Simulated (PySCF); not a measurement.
H$_{3}$ClSi, charge -1, doublet, at the geometry of the source list (a state made from the parent by changing its charge; the spin is typed, not shown lowest) (in this run its highest filled SCF level lies above zero, so its values depend strongly on the basis, on diffuse functions most of all), with bond 5-1 at 2.0 times its length. Base run: PySCF with SVWN5/6-31G.

Geometry (Å):
```xyz
5

Si    -0.1291    -0.0057    -0.0046
Cl     1.8781     0.0836     0.0676
H     -0.5043    -0.9984    -1.0053
H     -0.6300     1.3138    -0.3726
H     -1.1005    -0.7809     2.6346
```
Charge -1, spin multiplicity 2.
Orbitals are unrestricted.
All else is at PySCF's defaults.
Base energy -748.65557 Eh.

Each row names what was changed in the base input (with any setting that the change needs).

```tsv
change	ΔE vs base (mEh)	SCF cycles	<S^2>	outcome
base	0.000	10	0.752	converged
init_guess = mod_huckel	0.000	11	0.752	converged
damp = 0.5; diis_start_cycle = 5	0.000	12	0.752	converged
diis = off (with mf.max_cycle = 100)	-	100	-	not converged
diis_space = 2	0.000	32	0.752	converged
diis = off; damp = 0.3 (with mf.diis_start_cycle = 200; with mf.max_cycle = 150)	-	150	-	not converged
DIIS = EDIIS	-	50	-	not converged
diis_space = 20	0.000	10	0.752	converged
solver = newton	0.000	-	0.752	converged
level_shift = 0.3 (with mf.max_cycle = 100)	0.000	29	0.752	converged
diis_space = 4	0.000	11	0.752	converged
conv_tol = 1e-6	0.000	8	0.752	converged
DIIS = ADIIS	0.000	14	0.752	converged
```

Open shells are given as the SCF converged; they aren't shown to be the lowest states, and a large step between rows can be another state.
